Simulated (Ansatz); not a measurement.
Cost and result for the atomization energy of CH$_{4}$AlPS$_{2}$ (9 atoms, 10 bonds).

```xyz
9

P     0.7149   -1.5587    1.0149
S    -0.8605   -2.1009   -0.2583
Al   -0.2683   -0.0032   -0.6126
C    -0.5877    1.8747   -0.5407
S     0.5708    1.3809   -1.9856
H     0.2978   -1.9140    2.3164
H     1.7152   -2.5347    0.8189
H    -0.0787    2.5299    0.1620
H    -1.5035    2.3260   -0.9150
```

The species carries charge 0 and has multiplicity 1. The bonds changed during the relaxation, so this is another structure than the one it started from. All single points use the PBE0-D4/def2-TZVP geometry. It is one conformer, not always the lowest. Program: Ansatz. All runs use 4 threads of an Arm Neoverse V1 on a shared host. Times are those of one run each, without the atoms' runs, and a repeat can differ threefold. Electronic energies, without spin–orbit coupling; frozen cores. CCSD(T)/CBS adds CCSD(T) − MP2 in def2-TZVPP to the MP2 limit, and its time is that of the two runs behind it. T1 = 0.014. HSE06 is the plane-wave form, built on full-range PBE exchange.

CCSD(T)/CBS is a level of theory with its own doubt, some kJ/mol a heavy atom from the limit and from the frozen cores, so smaller differences don't rank the functionals.

| level | functions | wall time |
| --- | --- | --- |
| LDA (SPW92)/def2-TZVPP | 255 | 3.2 s |
| CCSD(T)/def2-SVP | 106 | 3.9 s |
| PBE0-D4/def2-TZVPP | 255 | 7.5 s |
| HSE06-D4/def2-TZVPP | 255 | 8 s |
| B2PLYP/def2-TZVPP | 255 | 8.5 s |
| PBE-QIDH/def2-TZVPP | 255 | 8.5 s |
| r2SCAN-D4/def2-TZVPP (with forces) | 255 | 9 s |
| r2SCANh-D4/def2-TZVPP | 255 | 12 s |
| ωB97X-V/def2-TZVPP | 255 | 13 s |
| B97M-V/def2-TZVPP | 255 | 15 s |
| MP2/def2-QZVPP | 457 | 38 s |
| CCSD(T)/def2-TZVPP | 255 | 2.4 min |
| CCSD(T)/CBS(def2) | – | 3 min |

(1) What atomization energy does each give, and how far from CCSD(T)/CBS? (Best estimate.)

Results:

(1) Ansatz gave: 
```
                             level  atomization (kJ/mol)  difference from CCSD(T)/CBS  per bond
            LDA (SPW92)/def2-TZVPP                3297.6                        459.0      45.9
                  CCSD(T)/def2-SVP                2564.9                       -273.7     -27.4
                PBE0-D4/def2-TZVPP                2861.1                         22.5       2.2
               HSE06-D4/def2-TZVPP                2863.8                         25.2       2.5
                 B2PLYP/def2-TZVPP                2781.0                        -57.6      -5.8
               PBE-QIDH/def2-TZVPP                2827.1                        -11.5      -1.2
r2SCAN-D4/def2-TZVPP (with forces)                2876.9                         38.3       3.8
             r2SCANh-D4/def2-TZVPP                2855.1                         16.5       1.7
                ωB97X-V/def2-TZVPP                2876.8                         38.2       3.8
                 B97M-V/def2-TZVPP                2905.0                         66.4       6.6
                    MP2/def2-QZVPP                2846.0                          7.4       0.7
                CCSD(T)/def2-TZVPP                2731.0                       -107.6     -10.8
                 CCSD(T)/CBS(def2)                2838.6                          0.0       0.0
```

From BLYP to BHLYP (50 % exact exchange), in def2-TZVPP and without D4, the atomization energy moves by −55.8 kJ/mol: exact exchange takes away binding that semilocal exchange gives to molecules. At CCSD(T), def2-SVP lies −273.7 kJ/mol from the extrapolated value and def2-TZVPP −107.6 kJ/mol: correlation converges slowly with the basis, and small sets miss more of it in the bonded molecule than in its fragments. Leaving LDA and LC-ωPBE aside and taking each functional with its dispersion term where it has one, the values, not all of them listed here, spread over 172.1 kJ/mol, from BHLYP-D4 to PBE-D4. LDA lies +413.0 kJ/mol from PBE without D4, its usual overbinding.
